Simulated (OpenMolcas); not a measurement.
Ag4+ among 5 point charges of -2 e arranged as a square pyramid (C4v), 2.04 Å from the ion, with the axial distance 1.958 Å.

```yaml
Program: OpenMolcas
Method: CASSCF
Basis: ANO-RCC-VTZP [7s6p4d2f1g]
Scalar_Hamiltonian: DKH2, point nucleus
Active_space: 7 electrons in 5 orbitals (4d)
State_averaging: 2S+1 = 4 even, 10 roots; 2S+1 = 2 even, 40 roots
Spin-orbit_coupling: state interaction with AMFI integrals over the reference wave functions
```

**Question.** What is the spin-free ground state?

**Answer.** A state of multiplicity 4, 1-fold in its orbital part, 96 % from free-ion F terms; it has the highest spin that d7 allows.

**Question.** Where is the first state of the same spin?

**Answer.** A 2-fold state lies at 1510 cm-1 above the ground state.

**Question.** What are the lowest two levels with spin-orbit coupling?

**Answer.** A 2-fold level with g = 1.60, 6.45, 6.45, then a 2-fold level 577.3 cm-1 above it. Their leading multiplicities are 4 (98 %) and 4 (98 %).

**Question.** What is χT at 300 K, and how does it compare with the textbook value?

**Answer.** The lowest level has 2S+1 = 4, for which the spin-only value is χT = S(S+1) / 2 = 1.875 cm3 K/mol (g = 2). The computed 4.147 at 300 K differs by +2.272, through orbital momentum, spin-orbit coupling and any other state in reach.

Spin-orbit coupling mixes the spin-free states strongly: the lowest level takes only 62 % from its leading state, an unlabelled state of the same spin as most of the rest. Without dynamic correlation the repulsion within the d shell is too large (B by tens of per cent), so at a given field states of lower spin stand too high. Point charges give a weaker field than real ligands, and real ions of this kind are as a rule low spin; the high spin found here belongs to the model. Point charges carry no covalency, so the field is a model and not that of real ligands. An unlabelled pair can be two single states that coincide in this model. No measured value stands beside these numbers.
